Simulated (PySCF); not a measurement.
Molecule: SMILES [NH](C)[GeH2][AsH2], CH8AsGeN.

Cartesian coordinates in Å; atom numbers follow the order of the lines, from 1:
```xyz
12

C    -1.5818   -0.8897    0.0369
N    -1.2228    0.4723    0.3474
Ge    0.4583    1.1098   -0.0184
As    1.9935   -0.2224    1.3091
H    -2.5237   -1.1689    0.5379
H    -1.7009   -1.1135   -1.0436
H    -0.8118   -1.5790    0.4228
H    -1.9662    1.1351    0.1502
H     0.4738    2.5766    0.4507
H     0.8366    1.0469   -1.5237
H     3.1897    0.5571    0.7669
H     2.1337   -1.2723    0.2095
```

Geometry PBE0-D3(BJ)/def2-SVP throughout; GIAO in PySCF 2.14.0 with density-fitted response routines, gas phase, one conformer, non-relativistic; equivalent atoms averaged; functional PBE0.

For orientation, 6-31G gives these absolute shieldings σ: C1 167.4, N2 259.5, Ge3 1722.0, As4 2099.5, H9/H10 27.14, H5/H6/H7 30.10, H11/H12 30.41, H8 33.53 ppm.

A run gave: C1 150.5, N2 250.9, Ge3 1396.0, As4 1931.7, H9/H10 26.05, H5/H6/H7 28.70, H11/H12 29.31, H8 31.67 ppm (absolute shieldings σ).

**Question.** Which basis set was used in that run?
A. pcSseg-1
B. def2-SVP
C. 6-31G*
D. STO-3G

**Answer.** A. Ge3 tells them apart best: pcSseg-1 gives 1396.0, 6-31G* gives 1576.3, def2-SVP gives 1532.9, STO-3G gives 2064.3 ppm.
